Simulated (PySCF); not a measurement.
An unknown is described by computed data only.

Formula: C3H7NSi.

* Dipole: 2.31 D [wB97X-D/def2-SVPD]
* Rotational structure: rotational constants A, B, C: 8.282, 2.666, 2.330 GHz [PBE0-D3(BJ)/def2-SVP]
* Polarisability: 66.3 au [wB97X-D/def2-SVPD]
* 13C NMR: chemical shifts (computed TMS as zero) by class: 182.7 (1 C), 26.2 (1 C), 14.7 (1 C) ppm [GIAO PBE0/pcSseg-1]
* 1H NMR: chemical shifts (computed TMS as zero) by class: 10.48 (1 H), 3.48 (3 H), 1.97 (1 H), 1.68 (1 H), 1.28 (1 H) ppm [GIAO PBE0/pcSseg-1]
* Triplet: lowest triplet excitation (Tamm–Dancoff): 4.41 eV [TDA wB97X-D/def2-SVPD]
* UV, first state: lowest singlet excitation: 5.06 eV (245 nm, f = 0.000) [TDDFT wB97X-D/def2-SVPD]
* UV, strongest line: among the 10 lowest singlet transitions: S10 at 8.66 eV (143 nm, f = 0.037) [TDDFT wB97X-D/def2-SVPD]

The electronic properties come from PySCF, for the isolated species, density fitting. Levels stand in brackets. Geometry: PBE0-D3(BJ)/def2-SVP, one conformer, isolated molecule. NMR values are class means; diastereotopic atoms form classes of their own.

**Question.** Propose a structure and show how it fits.

**Answer.** Numbering: `[SiH3:1][CH2:2][C@H:3]1[CH:4]=[N:5]1`. Its formula, C3H7NSi, gives 2 degrees of unsaturation: 1 ring and 1 π bond in the structure found. 3 carbons fall into 3 classes; from least to most shielded: C=N carbon [C4] (182.7 ppm), ring sp3 carbon bound to nitrogen [C3] (26.2 ppm), chain sp3 carbon bound to silicon [C2] (14.7 ppm). Hydrogen classes from least to most shielded: 1 H on a C=N carbon, C4 (10.48 ppm), 3 H on an SiH3 silicon, Si1 (3.48 ppm), 1 H on an sp3 carbon bound to nitrogen, C3 (1.97 ppm), 1 H on an sp3 carbon bound to silicon, C2 (1.68 ppm), 1 H on an sp3 carbon bound to silicon, C2 (1.28 ppm). The optimised geometry has point group C1 and is an asymmetric top. Structure: `[SiH3]C[C@H]1C=N1`. Computed isomers that give other values at the same levels: `C#CCN[SiH3]` (rotational constant A: 9.303 GHz; this holds for the one conformer computed); `CC#C[SiH2]N` (13C chemical shifts (computed TMS as zero) by class: 110.4 (1 C), 87.0 (1 C), 5.8 (1 C) ppm). The assignments are read from this structure; whether some other isomer fits the data as well wasn't checked. The mirror image fits equally.

The values belong to the conformer `[SiH3:1][CH2:2][C@H:3]1[CH:4]=[N:5]1`: Si1–C2–C3–C4 -32°.
